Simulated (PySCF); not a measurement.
System: BeCl2, singlet: symmetric bend, bond length relaxed. Scanned: Cl-Be-Cl angle. Other coordinates (Be-Cl bond length) were minimised at B3LYP/def2-TZVP.

- RKS-B3LYP/6-31G* = restricted B3LYP/6-31G*, spherical d in PySCF
- RKS-B3LYP/LANL2DZ = restricted B3LYP/LANL2DZ, with its core potentials past Ne in PySCF
- RHF/3-21G = restricted Hartree-Fock/3-21G (PySCF)
- CCSD(T) on RHF/cc-pVTZ, 10 core orbitals frozen (PySCF)

Energies relative to the lowest point of each profile, in eV; the last columns give the difference from CCSD(T):

| a / ° | RKS-B3LYP/6-31G* | RKS-B3LYP/LANL2DZ | RHF/3-21G | CCSD(T) | RKS-B3LYP/6-31G* − CCSD(T) | RKS-B3LYP/LANL2DZ − CCSD(T) | RHF/3-21G − CCSD(T) |
|---|---|---|---|---|---|---|---|
| 180 | 0.000 | 0.000 | 0.000 | 0.000 | 0.000 | 0.000 | 0.000 |
| 170 | 0.021 | 0.026 | 0.025 | 0.021 | 0.000 | 0.005 | 0.004 |
| 160 | 0.083 | 0.104 | 0.097 | 0.086 | -0.003 | 0.018 | 0.011 |
| 150 | 0.192 | 0.233 | 0.220 | 0.200 | -0.008 | 0.033 | 0.020 |
| 140 | 0.353 | 0.415 | 0.399 | 0.367 | -0.014 | 0.047 | 0.031 |
| 130 | 0.578 | 0.653 | 0.646 | 0.599 | -0.021 | 0.055 | 0.047 |
| 120 | 0.884 | 0.961 | 0.981 | 0.910 | -0.026 | 0.051 | 0.071 |
| 110 | 1.302 | 1.364 | 1.433 | 1.332 | -0.030 | 0.032 | 0.101 |
| 100 | 1.883 | 1.909 | 2.050 | 1.915 | -0.032 | -0.006 | 0.135 |
| 90 | 2.711 | 2.678 | 2.915 | 2.740 | -0.029 | -0.062 | 0.175 |

RKS-B3LYP/6-31G* is furthest from CCSD(T) at 100 (-0.032 eV, below); its mean absolute difference over the points is 0.016 eV.

RKS-B3LYP/LANL2DZ is furthest from CCSD(T) at 90 (-0.062 eV, below); its mean absolute difference over the points is 0.031 eV.

RHF/3-21G is furthest from CCSD(T) at 90 (0.175 eV, above); its mean absolute difference over the points is 0.059 eV.

The scan ran from 180.0 to 80.0; beyond the range shown the relaxed coordinates jump or full CI changes its symmetry label.
